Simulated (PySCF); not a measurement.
C₂H₂, SMILES C#C.

Geometry: PBE-D3(BJ)/def2-TZVPD.

These are TDDFT-PBE0/def2-TZVPD in PySCF 2.14.0 values and carry that method's errors.

Vertical excitations; the highest root listed may be one member of a degenerate set. The molecule is in vacuum.

Computed lowest excited states:
| state | energy (eV) | λ (nm) | f | main pairs |
|---|---|---|---|---|
| S1 | 6.66 | 186 | 0.000 | HOMO−1→LUMO 49 %, HOMO→LUMO+1 49 % |
| S2 | 6.92 | 179 | 0.000 | HOMO−1→LUMO+1, HOMO→LUMO (degenerate set) |
| S3 | 6.92 | 179 | 0.000 | HOMO→LUMO+1, HOMO−1→LUMO (degenerate set) |
| S4 | 7.94 | 156 | 0.093 | HOMO−1→LUMO+2 (degenerate set) |
| S5 | 7.94 | 156 | 0.093 | HOMO→LUMO+2 (degenerate set) |
| S6 | 8.23 | 151 | 0.000 | HOMO→LUMO+3 (degenerate set) |
| S7 | 8.23 | 151 | 0.000 | HOMO−1→LUMO+3 (degenerate set) |
| S8 | 9.39 | 132 | 0.049 | HOMO→LUMO+4 (degenerate set) |
| S9 | 9.39 | 132 | 0.049 | HOMO−1→LUMO+4 (degenerate set) |
| S10 | 9.83 | 126 | 0.712 | HOMO→LUMO 44 %, HOMO−1→LUMO+1 44 % |
| T1 | 5.25 | 236 | 0 | HOMO→LUMO 48 %, HOMO−1→LUMO+1 48 % |
| T2 | 5.81 | 214 | 0 | HOMO→LUMO, HOMO−1→LUMO+1 (degenerate set) |
| T3 | 5.81 | 214 | 0 | HOMO→LUMO+1, HOMO−1→LUMO (degenerate set) |
| T4 | 6.68 | 186 | 0 | HOMO−1→LUMO 49 %, HOMO→LUMO+1 49 % |
Triplets are in the Tamm–Dancoff approximation, which puts them higher than full response would, so one can lie above its singlet here.
